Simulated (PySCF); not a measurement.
Ti(OH)2(H)2 (H₄O₂Ti), SMILES [OH][TiH2][OH], multiplicity 1. The structure is a stationary point at PBE-D3(BJ)/def2-TZVP. The multiplicity is an assumed one; other spin states were not compared. Other conformers were not sampled.

Q: Give the equilibrium geometry at PBE-D3(BJ)/def2-TZVP (PySCF confirms it by a frequency run) as Cartesian coordinates in Å, and its point group. (The exact figures need the calculation; the answer reports its results.)

A: Several could match; the one computed here: point group C2v.
```xyz
7

Ti     0.0000     0.0000     0.3816
O     -1.5267     0.0000    -0.5250
H     -2.0429     0.0000    -1.3419
O      1.5267     0.0000    -0.5250
H      2.0429     0.0000    -1.3419
H      0.0000     1.4221     1.3441
H      0.0000    -1.4221     1.3441
```
Charge 0, spin multiplicity 1.
